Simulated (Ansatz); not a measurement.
Reaction (ligand exchange at the Sn–Br bond): `[F][SnH2][Br]` + CH₃OH → `C[O][SnH2][F]` + HBr

Gas-phase electronic energies from Ansatz, PBE0-D4/def2-TZVP geometries. CBS: MP2 limit from def2 TZ/QZ plus the TZ coupled-cluster correction, frozen cores. This one scheme is used for every species. DFT in def2-TZVPP. HSE06 is defined as in plane-wave codes. def2 core potentials past Kr. For Br, Sn outer-core shells are correlated without core-valence functions, which leaves a few kJ/mol of doubt a bond. Scalar relativity is left out up to krypton. One conformer a species, not always the lowest.

Is it downhill or uphill in electronic energy at CCSD(T)/CBS, and by how much? (Estimate.)

Ansatz gave: Uphill: ΔE = +79.2 kJ/mol.

What do these levels give: r2SCAN-D4, HSE06-D4, PBE, r2SCANh, HF/CBS(def2), CCSD/CBS(def2)? (Estimate.)

The calculation gave: r2SCAN-D4 80.8, HSE06-D4 87.6, PBE 81.7, r2SCANh 84.2, HF/CBS(def2) 93.4, CCSD/CBS(def2) 82.0 kJ/mol.

Largest T1 diagnostic among the species: 0.014.

Leaving LDA and LC-ωPBE aside and taking each functional with its dispersion term where it has one, the values, not all of them listed here, spread over 15.0 kJ/mol, from BLYP-D4 to HSE06-D4. LDA lies −4.3 kJ/mol from PBE without D4. From BLYP to BHLYP (50 % exact exchange), in def2-TZVPP and without D4, ΔE moves by +11.0 kJ/mol.
